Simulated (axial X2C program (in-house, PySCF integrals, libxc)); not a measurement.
Worked dissociation energy of BeSi⁻: CCSD(T), spin-free

Computed with an axial X2C code built on PySCF integrals. Spin-free means the one-electron spin-free X2C Hamiltonian. Basis: Si dyall-av3z [9s8p3d2f], Be dyall-av3z [9s9p4d2f] (cores contracted in-house); Gaussian nuclei, density fitting, unrestricted open shells. Masses: Si 27.977 u, Be 9.012 u.

Molecular state: M_S = 3/2, Λ = 0 (beyond evenly filled blocks: σα, π+α, π-α).

Correlated methods: 7 electrons correlated (number of frozen shells: Si 2 s, 1 p; Be 1 s), 211 virtual spin orbitals or spinors in MP2, 89 natural virtuals in coupled cluster.

| Property | Result |
| --- | --- |
| E(Si-) (2M_S = 3, M_L = 0) | -289.591619 hartree |
| E(Be) (2M_S = 0, M_L = 0) | -14.621067 hartree |
| E(BeSi⁻) at Re | -304.264853 hartree |
| ωe | 511.6 cm⁻¹ |
| ωexe | 5.7 cm⁻¹ |

(1) Work out De and D0.

The state is a single determinant with fixed occupations, the lowest that a limited PBE0 search found. De is counted from the lowest determinant-based energies of the atoms at the same level, without counterpoise correction. CCSD and (T) use frozen natural virtuals with an MP2 correction for the truncation; (T) itself is uncorrected, so its De runs slightly low. Other states lie close and PBE0, whose exact exchange favours high spin, may order them wrongly; the determinant shown need not be the ground state. The nearest other spin-free determinant of the search, M_S = 1/2, Λ = 0, lies 0.13 eV up at the distance of the search.

Each atomic determinant is the lowest at this level and need not be a pure term. Totals compare only within one Hamiltonian and basis.

Results:

(1) De = -289.591619 + (-14.621067) − (-304.264853) = 0.05217 hartree = 1.420 eV. The zero-point energy is ωe/2 − ωexe/4 = 254 cm⁻¹ = 0.032 eV, so D0 = 1.388 eV.
